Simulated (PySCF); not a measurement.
# J couplings in C$_{4}$H$_{12}$GeO

Bonds (- single, = double, # triple, : aromatic): C1-C2, C2-O3, O3-Ge4, Ge4-C5, C5-C6. C1 carries H7, H8, H9; C2 carries H10, H11; Ge4 carries H12, H13; C5 carries H14, H15; C6 carries H16, H17, H18.

Couplings: B3LYP/pcJ-1 (pcSseg-1 on Ge) (without the spin–dipole term) in PySCF 2.14.0 with density-fitted response routines, geometry PBE0-D3(BJ)/def2-SVP; gas phase, one conformer, non-relativistic. Couplings are averaged over pairs made equivalent by symmetry, fast rotation or ring inversion, so a value needn't be that of the named pair in this geometry, while other rotamers aren't included; one pair stands for each set, and the list holds a selection of those of at least 1.5 Hz over up to four bonds, among pairs with at least one C or H atom (others weren't computed).

Isotopes: ¹³C, ¹H, ¹⁷O. Couplings to quadrupolar nuclei such as 17O and 33S are rarely resolved in practice.

```json
{"pair": "C1, C2", "bonds": "1", "J (Hz)": "?"}
{"pair": "C1, H7", "bonds": "1", "J (Hz)": "132.9"}
{"pair": "C2, O3", "bonds": "1", "J (Hz)": "?"}
{"pair": "C2, H10", "bonds": "1", "J (Hz)": "141.7"}
{"pair": "C5, C6", "bonds": "1", "J (Hz)": "36.1"}
{"pair": "C5, H14", "bonds": "1", "J (Hz)": "136.2"}
{"pair": "C6, H16", "bonds": "1", "J (Hz)": "133.2"}
{"pair": "C1, O3", "bonds": "2", "J (Hz)": "-9.5"}
{"pair": "C1, H10", "bonds": "2", "J (Hz)": "-1.7"}
{"pair": "C2, H7", "bonds": "2", "J (Hz)": "-3.5"}
{"pair": "O3, C5", "bonds": "2", "J (Hz)": "?"}
{"pair": "O3, H10", "bonds": "2", "J (Hz)": "?"}
{"pair": "O3, H12", "bonds": "2", "J (Hz)": "?"}
{"pair": "C5, H12", "bonds": "2", "J (Hz)": "11.2"}
{"pair": "C5, H16", "bonds": "2", "J (Hz)": "-3.0"}
{"pair": "C6, H14", "bonds": "2", "J (Hz)": "?"}
{"pair": "H7, H8", "bonds": "2", "J (Hz)": "?"}
{"pair": "H10, H11", "bonds": "2", "J (Hz)": "-9.4"}
{"pair": "H14, H15", "bonds": "2", "J (Hz)": "-14.3"}
{"pair": "H16, H17", "bonds": "2", "J (Hz)": "-14.2"}
{"pair": "C2, C5", "bonds": "3", "J (Hz)": "2.4"}
{"pair": "O3, C6", "bonds": "3", "J (Hz)": "-2.0"}
{"pair": "O3, H7", "bonds": "3", "J (Hz)": "-6.2"}
{"pair": "H7, H10", "bonds": "3", "J (Hz)": "7.9"}
{"pair": "H12, H14", "bonds": "3", "J (Hz)": "6.2"}
{"pair": "H14, H16", "bonds": "3", "J (Hz)": "?"}
```

Problem. Estimate the withheld couplings, with signs.

Solution. 
- ¹J(C1,C2) = 42.0 Hz (bond length 1.512 Å)
- ¹J(C2,O3) = 21.9 Hz (bond length 1.403 Å)
- ²J(O3,C5) = -6.2 Hz (angle at Ge4 106°)
- ²J(O3,H10) = -3.5 Hz (angle at C2 111°)
- ²J(O3,H12) = -2.5 Hz (angle at Ge4 108°)
- ²J(C6,H14) = -3.9 Hz (angle at C5 111°)
- ²J(H7,H8) = -13.5 Hz
- ³J(H14,H16) = 9.6 Hz (mean over equivalent pairs that range from 4.3 to 19.2 Hz in this conformer)

Relativistic effects of the heavier atoms present are left out.
